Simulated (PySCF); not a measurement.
**Potential energy of SeH⁺ along the bond**

Set-up: basis H pcseg-1, Se pcseg-1; no relativity; PySCF 2.14. Energies in eV from H + Se⁺ in their ground configurations at the same level. State: ³Σ⁻ (triplet), unpaired electrons π ↑↑.

All columns are PBE0. A positive dipole points towards Se; it is taken about the centre of mass and depends on that origin.

```csv
R (Å),E (eV),μ (D),Mulliken charge on H (basis-dependent),HOMO (eV),LUMO (eV),Mayer bond order,⟨S²⟩
1.287,-2.642,-1.16,0.19,-17.60,-12.70,0.94,2.00
1.347,-2.979,-1.20,0.23,-17.55,-12.66,0.93,2.00
1.407,-3.171,-1.25,0.25,-17.50,-12.61,0.91,2.00
1.452,-3.241,-1.29,0.27,-17.47,-12.58,0.90,2.00
1.497,-3.262,-1.33,0.28,-17.43,-12.55,0.90,2.01
1.542,-3.241,-1.38,0.29,-17.40,-12.52,0.89,2.01
1.602,-3.165,-1.45,0.31,-17.36,-12.48,0.88,2.01
1.677,-3.010,-1.55,0.32,-17.31,-12.42,0.87,2.01
1.766,-2.768,-1.68,0.33,-17.25,-12.36,0.87,2.01
1.886,-2.393,-1.87,0.34,-17.17,-12.27,0.85,2.02
```

A fit through these points gives, at Re = 1.495 Å, μ = -1.33 D and dμ/dR = -1.02 D/Å; the reduced mass is 0.9953 u.

Problem. How strong is the fundamental in the double-harmonic approximation, I = 42.26·(dμ/dR)²/μred km/mol?

Solution. I = 42.26·(-1.02)²/0.9953 = 44.2 km/mol at PBE0.

Spin–orbit coupling is left out. For an ion De counts to the pair picked by the measured ionisation energies or electron affinities, which need not be the lowest pair at this level. The state is the lowest determinant that a PBE0 search found; another state may lie lower at other levels.
